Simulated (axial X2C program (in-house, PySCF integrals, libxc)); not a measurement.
Results of a calculation; reference values are marked as such.
NiH⁻: input and output

Program: an in-house all-electron X2C program for linear molecules (integrals from PySCF).

The run was started with this input:
```json
{
 "zs": [
  28,
  1
 ],
 "q": -1,
 "bas": [
  "dyall-av3z",
  "dyall-av3z"
 ],
 "levels": [
  "PBE0",
  "HF",
  "B97-3",
  "BP86"
 ],
 "cc": false,
 "r0": 1.42,
 "npts": 10,
 "nst": 2,
 "ntry": 6
}
```
```bash
python so2c.py task.json out
```

Keys: zs atomic numbers; q charge; bas basis sets; levels methods; cc coupled cluster on or off; r0 starting distance in Å; npts points on the curve; nst determinants followed; ntry starts of the search. HF also brings MP2.

Output of the HF step, with spin–orbit coupling, at R = 1.526 Å for the state Ω = 3. It starts from PBE0 orbitals of this distance.

```
two-component X2C + atomic mean field  HF
basis functions 140  fitting functions 777  grid points 5072
iter        total energy     max residual
   1      -1519.176290306     2.39e-01
   2      -1519.200700309     1.86e-02
   3      -1519.202541389     8.03e-02
   4      -1519.206857108     1.35e-02
   5      -1519.207449534     3.82e-03
   6      -1519.208957193     2.38e-02
   7      -1519.212488509     5.33e-02
   8      -1519.214272757     7.54e-02
   9      -1519.217400549     6.89e-02
  10      -1519.232113232     1.18e-02
  11      -1519.236030311     2.55e-02
  12      -1519.237867474     1.24e-02
  13      -1519.238926413     1.99e-03
  14      -1519.239120170     3.78e-03
  15      -1519.239312674     2.87e-03
  16      -1519.239409564     1.53e-03
  17      -1519.239537501     1.32e-03
  18      -1519.239638621     1.57e-03
  19      -1519.239728553     1.36e-03
  20      -1519.239800349     9.44e-04
  21      -1519.239897463     1.12e-03
  22      -1519.240065110     2.54e-03
  23      -1519.240286366     2.97e-03
  24      -1519.240837783     3.25e-03
  25      -1519.241034837     2.63e-03
  26      -1519.241513271     2.19e-03
  27      -1519.241824888     1.57e-03
  28      -1519.242084799     2.77e-03
  29      -1519.242219296     1.75e-03
  30      -1519.242301361     8.25e-04
  31      -1519.242365020     1.41e-03
  32      -1519.242415203     1.27e-03
  33      -1519.242470659     6.80e-04
  34      -1519.242510177     8.61e-04
  35      -1519.242545813     8.79e-04
  36      -1519.242584288     7.15e-04
  37      -1519.242632619     7.58e-04
  38      -1519.242681985     8.10e-04
  39      -1519.242716290     6.03e-04
  40      -1519.242731100     4.57e-04
  41      -1519.242735637     2.33e-04
  42      -1519.242737069     7.12e-05
  43      -1519.242737528     4.42e-05
  44      -1519.242737621     2.03e-05
  45      -1519.242737656     1.58e-05
  46      -1519.242737670     1.32e-05
  47      -1519.242737677     1.04e-05
  48      -1519.242737679     8.05e-06
  49      -1519.242737681     5.56e-06
  50      -1519.242737682     3.30e-06
  51      -1519.242737683     1.86e-06
converged
one-electron -2133.43161994  Coulomb 667.82943336  exact exchange -62.90051149  xc functional 0.00000000  nuclear repulsion 9.70967359  atomic mean-field constant -0.44971321
```
Energies are in hartree; totals compare only within one Hamiltonian and basis. The determinant is spin-polarised beyond a pure state at some levels (its spin-free form has ⟨S²⟩ too high), which makes Re and μ there less reliable.
